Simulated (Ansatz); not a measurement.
Gas-phase electronic energies from Ansatz, PBE0-D4/def2-TZVP geometries. CCSD(T)/CBS is the MP2 limit (def2-TZVPP, def2-QZVPP) plus CCSD(T) − MP2 in def2-TZVPP, frozen cores. For Ge outer-core shells are correlated without core-valence functions, which leaves a few kJ/mol of doubt a bond. Scalar relativity is left out up to krypton. Each species was taken in one conformer, which may not be the lowest.

Consider the redistribution: `O[SiH2][CH2][GeH2][OH]` + `OBS` → `[OH][GeH2][OH]` + `O[SiH2]CBS`.

`O[SiH2][CH2][GeH2][OH]`:

```xyz
13

O    -1.935   -0.186    0.991
Si   -0.416   -0.263    1.602
C     0.777    0.707    0.526
Ge    0.794    0.086   -1.311
O    -0.939   -0.299   -1.633
H    -1.956   -0.297    0.029
H    -0.467    0.304    2.973
H     0.095   -1.662    1.682
H     1.792    0.619    0.926
H     0.505    1.766    0.533
H     1.242    1.145   -2.337
H     1.610   -1.209   -1.496
H    -1.102   -0.710   -2.484
```

`OBS`:

Z-matrix (Å, degrees):
```
B
S 1 1.813
O 1 1.351 2 121.4
H 1 1.193 2 120.6 3 -180.0
H 2 1.340 1 96.0 3 180.0
H 3 0.961 1 115.3 2 0.0
```

`[OH][GeH2][OH]`:

```xyz
7

O    -0.052   -1.475    0.515
Ge    0.273    0.260    0.324
O     0.412    0.690   -1.391
H    -0.987   -1.685    0.548
H    -0.886    1.051    0.967
H     1.660    0.511    0.905
H    -0.420    0.647   -1.867
```

`O[SiH2]CBS`:

Z-matrix (Å, degrees):
```
Si
C 1 1.882
O 1 1.648 2 112.4
H 1 1.482 2 109.7 3 -116.5
H 1 1.489 2 108.5 3 123.5
B 2 1.544 1 110.6 3 -60.7
H 2 1.095 1 105.0 3 59.8
H 2 1.096 1 105.7 3 175.2
H 3 0.958 1 118.1 2 64.5
S 6 1.787 2 119.9 1 -98.2
H 6 1.196 2 121.9 1 78.4
H 10 1.342 6 98.5 2 176.4
```

```tsv
species	HF/def2-QZVPP energy (Eh)
`O[SiH2][CH2][GeH2][OH]`	-2556.79617
`OBS`	-498.97567
`[OH][GeH2][OH]`	-2227.59063
`O[SiH2]CBS`	-828.15346
```

(1) Work out ΔE.

Largest T1 diagnostic among the species: 0.013.

Answers

(1) ΔE = (-2227.59063) + (-828.15346) − (-2556.79617) − (-498.97567) = 0.02775 Eh = +72.9 kJ/mol. CCSD(T)/CBS gives +82.2 kJ/mol.

The D4 term adds +3.3 kJ/mol with B3LYP and +1.6 kJ/mol with PBE0; it sums over pairs of atoms, weighted by their polarisabilities, and B3LYP, whose exchange is more repulsive, gets the larger term. In def2-TZVPP, CCSD(T) changes the Hartree–Fock value by +7.1 kJ/mol (the triples alone add +0.5 kJ/mol) and MP2 by +5.9 kJ/mol.

B3LYP here is the variant with VWN-RPA as its local correlation; programs differ in this.
